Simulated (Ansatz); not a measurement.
```yaml
crystal:
  periodic: [false, false, false]
  atoms:
    - {symbol: B, position_ang: [-0.636103, 1.159640, -0.581432]}
    - {symbol: C, position_ang: [-0.035704, -0.272484, -0.508401]}
    - {symbol: C, position_ang: [0.540941, -0.627747, 0.854025]}
    - {symbol: F, position_ang: [-0.942858, -1.268990, -0.879214]}
    - {symbol: H, position_ang: [-1.770901, 1.349280, -0.898075]}
    - {symbol: H, position_ang: [0.082283, 2.079992, -0.319987]}
    - {symbol: H, position_ang: [0.784134, -0.311000, -1.247306]}
    - {symbol: H, position_ang: [0.954336, -1.637585, 0.830794]}
    - {symbol: H, position_ang: [-0.228743, -0.592223, 1.627847]}
    - {symbol: H, position_ang: [1.335615, 0.069917, 1.124748]}
basis:
  gaussian: {orbitals: aug-cc-pVTZ}
hamiltonian: {xc: {name: RPBE}, dispersion: d3bj}
scf: {lower_state_search: off}
output: {forces: true}
```

```sh
$ ansatz run in.yaml --threads 2 --pin off --events-out ev --progress --plain --max-ram 4352MiB
```

It prints (some lines left out):

```
Functional definition: RPBE
1219 factors; their error is unknown
mean field evaluation 1: about -5556.2178 eV, gradient 6.4e1 eV
mean field evaluation 2: about -5539.6447 eV, gradient 9.8e1 eV
mean field evaluation 4: about -5566.1590 eV, gradient 5.9e0 eV
mean field evaluation 8: about -5566.2294 eV, gradient 2.5e-1 eV
mean field evaluation 16: about -5566.1860 eV, gradient 1.0e-2 eV
mean field -5566.18601266 eV, -204.5535630690 hartree, gradient 1.9e-6 eV, S^2 0.000000; 0 other end points of the search recorded, 0 dependent functions left out
reference -5566.18607333 eV, -204.5535652985 hartree; 16, 16 occupied and 306, 306 virtual orbitals, 1219 factors
Total energy: -5566.94107208 eV, -204.5813109908 hartree
Atom 0 at    -0.636103     1.159640    -0.581432 Å, force     0.021017     0.087588     0.022540 eV/Å
Atom 1 at    -0.035704    -0.272484    -0.508401 Å, force     0.252964     0.539753     0.045294 eV/Å
Atom 2 at     0.540941    -0.627747     0.854025 Å, force     0.114374     0.003495     0.190661 eV/Å
Atom 3 at    -0.942858    -1.268990    -0.879214 Å, force    -0.630645    -0.718146    -0.290419 eV/Å
Atom 4 at    -1.770901     1.349280    -0.898075 Å, force    -0.142121     0.017700    -0.033610 eV/Å
Atom 5 at     0.082283     2.079992    -0.319987 Å, force     0.090642     0.105829     0.030634 eV/Å
Atom 6 at     0.784134    -0.311000    -1.247306 Å, force     0.211601     0.012618    -0.150565 eV/Å
Atom 7 at     0.954336    -1.637585     0.830794 Å, force     0.090670    -0.215738    -0.010798 eV/Å
Atom 8 at    -0.228743    -0.592223     1.627847 Å, force    -0.165682     0.020952     0.145988 eV/Å
Atom 9 at     1.335615     0.069917     1.124748 Å, force     0.157180     0.145950     0.050274 eV/Å
Dipole moment:     0.296484     0.161747     0.141488 e Å
Checks for a lower state left out: stability, starts, cluster_reference, orbital_swaps, neighbouring_geometries, increment
```

Run time 3.3 s (2 threads of an Arm Neoverse V2 on a shared host); peak host memory 0.41 GiB.
